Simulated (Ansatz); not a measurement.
Compare A (`CO[SiH](F)[SiH3]`) with its isomer B (`FC[SiH2]O[SiH3]`).

Calculated with Ansatz (gas phase, PBE0-D4/def2-TZVP geometries, no zero-point term in ΔE). CCSD(T)/CBS is the MP2 limit (def2-TZVPP, def2-QZVPP) plus CCSD(T) − MP2 in def2-TZVPP, frozen cores. DFT in def2-TZVPP. B3LYP here is the variant with VWN-RPA as its local correlation; programs differ in this. One conformer a species, not always the lowest.

Q: Which is lower in electronic energy at CCSD(T)/CBS, and by how much? (Estimate.)

A: Computed: A, by 13.8 kcal/mol.

Q: Give E(B) − E(A) in kcal/mol with MP2/def2-TZVPP, CCSD/def2-TZVPP, HF/def2-TZVPP, CCSD(T)/def2-TZVPP, PBE0-D4, B3LYP, B2PLYP. (An estimate is asked.)

A: The calculation gave: MP2/def2-TZVPP 13.0, CCSD/def2-TZVPP 13.1, HF/def2-TZVPP 10.2, CCSD(T)/def2-TZVPP 13.6, PBE0-D4 15.5, B3LYP 13.5, B2PLYP 13.2. None reverses the order clearly.

Largest T1 diagnostic: 0.012.

In def2-TZVPP, CCSD(T) changes the Hartree–Fock value by +3.4 kcal/mol (the triples alone add +0.5 kcal/mol) and MP2 by +2.8 kcal/mol. From PBE to PBE0 (25 % exact exchange), in def2-TZVPP and without D4, E(B) − E(A) moves by −1.0 kcal/mol.
